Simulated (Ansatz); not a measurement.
A made-up structure of InH2SO (charge -1), closed shell:

```
atom    x (Å)    y (Å)    z (Å)
  O1  -1.3476  -1.1294   1.3565
 In2  -0.5957  -0.1411  -0.2427
  S3   1.3715   0.6717  -0.2569
  H4  -0.8185   0.4705  -1.8967
  H5   1.3902   0.1283   1.0399
```

It is relaxed with PBE-D4/def2-SVPD and then PBE0-D4/def2-TZVPD (Ansatz 0.2.0). Atoms count as bonded within 1.22 times the sum of their covalent radii (H–H: 0.88 Å). The end point is not checked to be a true minimum.

Task: Does its bonding change? (A judgement: the text doesn't fix the answer.)

Result: The calculation gives: No: no bond forms or breaks.

Where it ends: The first stage lowers the energy by 1.53 eV in 7 steps. It ends as InH₂SO ([O][InH][SH]), total charge -1:
O1  (-1.503, -1.105, 1.149)
In2  (-0.735, -0.173, -0.302)
S3  (1.623, 0.704, -0.089)
H4  (-1.140, 0.347, -1.917)
H5  (1.755, 0.227, 1.159)
(Å)

Labels in which every atom is bracketed show which atoms are joined, not bond orders.

For scale, one of the runs: PBE0-D4/def2-TZVPD relaxation, 160 basis functions, launched by `ansatz run in.yaml --threads 2 --pin off --events-out ev --progress --plain --max-ram 4352MiB`. The run took about 34 s on 2 CPU threads of an Arm Neoverse V1 (shared host).
